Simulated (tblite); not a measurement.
Species: GeH6N2.
Structure used (GFN2-xTB), in Å, numbered top down from 1:
```
atom  x, y, z in Å
N1     1.5759   -0.1773    0.2454
Ge2   -0.0350    0.6308    0.1530
N3    -1.3533   -0.5892   -0.1748
H4     1.6295   -0.9696    0.8698
H5     2.0183   -0.4336   -0.6253
H6    -0.3465    1.1900    1.5033
H7     0.1131    1.7249   -0.8745
H8    -2.3025   -0.2595   -0.0838
H9    -1.2860   -1.1105   -1.0383
```

Computed with GFN2-xTB (tblite): harmonic, unscaled wavenumbers at the GFN2-xTB geometry, gas phase. This tight-binding method is rough: wavenumbers can miss measured ones by several per cent, in bad cases by 10 to 20. Modes of hydrogen on germanium can be 10 to 20 % off. One conformer, not necessarily the lowest.

Harmonic wavenumbers (cm⁻¹): 143.1, 183.0, 212.8, 451.9, 507.8, 536.8, 603.7, 642.0, 658.0, 710.6, 794.3, 806.0, 825.6, 1501.7, 1507.4, 1916.8, 2037.5, 3424.1, 3428.9, 3453.0, 3463.9.

A = 14607, B = 6214, C = 4769 MHz; mass 107.974 u (most abundant isotopes); point group C1, symmetry number 1.

Zero-point energy?

Half the sum of the wavenumbers: 13904 cm⁻¹ = 39.76 kcal/mol.

What is S at 200 K and 1 bar for an ideal gas of classical rigid rotors and harmonic oscillators?

Translation 37.99, rotation 22.93, vibration 6.26: S = 67.2 cal/(mol K).

And Cp and H(200 K) − H(0)?

Cp = 17.65 cal/(mol K), of which vibrations give 9.70 (their classical limit is 21 R = 41.7); H(200 K) − H(0) = 2.39 kcal/mol without the zero-point energy, 0.80 from vibrations.

Blend soft modes into free rotors: weight 1/[1 + (100 cm⁻¹/ν̃)⁴] for the oscillator and the rest for a rotor with moment μB/(μ + B), μ = h/(8π²ν), B = 10⁻⁴⁴ kg m². What vibrational entropy results?

6.32 cal/(mol K) in place of 6.26, which changes −T·S at 200 K by -0.01 kcal/mol.

What must be added to the electronic energy to get the Gibbs energy at 200 K and 1 bar?

ZPE + [H(200 K) − H(0)] − T·S = 39.76 + 2.39 − 13.44 = 28.71 kcal/mol.

Which modes carry the vibrational entropy at 200 K?

143.1 cm⁻¹: 2.02; 183.0 cm⁻¹: 1.58; 212.8 cm⁻¹: 1.32; 451.9 cm⁻¹: 0.34; 507.8 cm⁻¹: 0.25; 536.8 cm⁻¹: 0.21 cal/(mol K); the other 15 give 0.55 together.

Hindered rotation and anharmonicity are outside this model. Other conformers, if any are populated, would add a mixing term that is left out. The structure is chiral; the term R ln 2 for an equal mix with its mirror image is left out.
